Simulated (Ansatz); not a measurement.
The cluster SiTe2⁺. The state is a doublet with charge 1. Geometry B3LYP-D4/def2-TZVP.

Cartesian coordinates in Å:
```
Si -0.001 -0.003 0.005
Te -0.905 1.946 0.827
Te 0.906 -1.944 -0.832
```

In the def2 sets Te takes a core potential; there is no spin–orbit coupling. At PBE-D4/def2-TZVP the gap within one spin of the charge 1 doublet nearly closes, so an electron or hole may be smeared out by delocalisation error. At r2SCANh-D4/def2-TZVP the charge 1 doublet is spin-contaminated (final ⟨S²⟩ up to 0.84, 0.75 for a pure state). Another isomer (doublet) lies 0.86 eV lower at PBE0-D4/def2-TZVP; other spin states weren't run for this one.

Problem. Estimate the α-spin orbital energies around the gap (eV) in Ansatz with PBE-D4/def2-TZVP, r2SCAN-D4/def2-TZVP, r2SCANh-D4/def2-TZVP, PBE0-D4/def2-TZVP.

Solution. 
```json
{"orbital": "HOMO−9", "PBE-D4/def2-TZVP": "-46.64", "r2SCAN-D4/def2-TZVP": "-47.66", "r2SCANh-D4/def2-TZVP": "-48.86", "PBE0-D4/def2-TZVP": "-49.93"}
{"orbital": "HOMO−8", "PBE-D4/def2-TZVP": "-46.64", "r2SCAN-D4/def2-TZVP": "-47.66", "r2SCANh-D4/def2-TZVP": "-48.86", "PBE0-D4/def2-TZVP": "-49.93"}
{"orbital": "HOMO−7", "PBE-D4/def2-TZVP": "-22.03", "r2SCAN-D4/def2-TZVP": "-22.72", "r2SCANh-D4/def2-TZVP": "-23.42", "PBE0-D4/def2-TZVP": "-24.02"}
{"orbital": "HOMO−6", "PBE-D4/def2-TZVP": "-21.39", "r2SCAN-D4/def2-TZVP": "-22.07", "r2SCANh-D4/def2-TZVP": "-22.75", "PBE0-D4/def2-TZVP": "-23.29"}
{"orbital": "HOMO−5", "PBE-D4/def2-TZVP": "-16.42", "r2SCAN-D4/def2-TZVP": "-16.73", "r2SCANh-D4/def2-TZVP": "-17.18", "PBE0-D4/def2-TZVP": "-17.69"}
{"orbital": "HOMO−4", "PBE-D4/def2-TZVP": "-13.56", "r2SCAN-D4/def2-TZVP": "-13.90", "r2SCANh-D4/def2-TZVP": "-14.27", "PBE0-D4/def2-TZVP": "-14.61"}
{"orbital": "HOMO−3", "PBE-D4/def2-TZVP": "-12.44", "r2SCAN-D4/def2-TZVP": "-12.82", "r2SCANh-D4/def2-TZVP": "-13.22", "PBE0-D4/def2-TZVP": "-13.57"}
{"orbital": "HOMO−2", "PBE-D4/def2-TZVP": "-12.05", "r2SCAN-D4/def2-TZVP": "-12.34", "r2SCANh-D4/def2-TZVP": "-12.74", "PBE0-D4/def2-TZVP": "-13.13"}
{"orbital": "HOMO−1", "PBE-D4/def2-TZVP": "-11.68", "r2SCAN-D4/def2-TZVP": "-12.12", "r2SCANh-D4/def2-TZVP": "-12.53", "PBE0-D4/def2-TZVP": "-12.80"}
{"orbital": "HOMO", "PBE-D4/def2-TZVP": "-11.16", "r2SCAN-D4/def2-TZVP": "-11.44", "r2SCANh-D4/def2-TZVP": "-11.81", "PBE0-D4/def2-TZVP": "-12.17"}
{"orbital": "LUMO", "PBE-D4/def2-TZVP": "-8.39", "r2SCAN-D4/def2-TZVP": "-8.18", "r2SCANh-D4/def2-TZVP": "-7.90", "PBE0-D4/def2-TZVP": "-7.61"}
{"orbital": "LUMO+1", "PBE-D4/def2-TZVP": "-8.33", "r2SCAN-D4/def2-TZVP": "-8.12", "r2SCANh-D4/def2-TZVP": "-7.82", "PBE0-D4/def2-TZVP": "-7.56"}
{"orbital": "LUMO+2", "PBE-D4/def2-TZVP": "-8.08", "r2SCAN-D4/def2-TZVP": "-7.98", "r2SCANh-D4/def2-TZVP": "-7.73", "PBE0-D4/def2-TZVP": "-7.41"}
{"orbital": "LUMO+3", "PBE-D4/def2-TZVP": "-3.50", "r2SCAN-D4/def2-TZVP": "-2.92", "r2SCANh-D4/def2-TZVP": "-2.64", "PBE0-D4/def2-TZVP": "-2.66"}
{"orbital": "LUMO+4", "PBE-D4/def2-TZVP": "-3.10", "r2SCAN-D4/def2-TZVP": "-2.56", "r2SCANh-D4/def2-TZVP": "-2.34", "PBE0-D4/def2-TZVP": "-2.33"}
{"orbital": "LUMO+5", "PBE-D4/def2-TZVP": "-2.43", "r2SCAN-D4/def2-TZVP": "-2.02", "r2SCANh-D4/def2-TZVP": "-1.72", "PBE0-D4/def2-TZVP": "-1.63"}
{"orbital": "β HOMO", "PBE-D4/def2-TZVP": "-10.98", "r2SCAN-D4/def2-TZVP": "-11.22", "r2SCANh-D4/def2-TZVP": "-11.55", "PBE0-D4/def2-TZVP": "-11.89"}
{"orbital": "β LUMO", "PBE-D4/def2-TZVP": "-10.91", "r2SCAN-D4/def2-TZVP": "-10.79", "r2SCANh-D4/def2-TZVP": "-10.53", "PBE0-D4/def2-TZVP": "-10.26"}
```
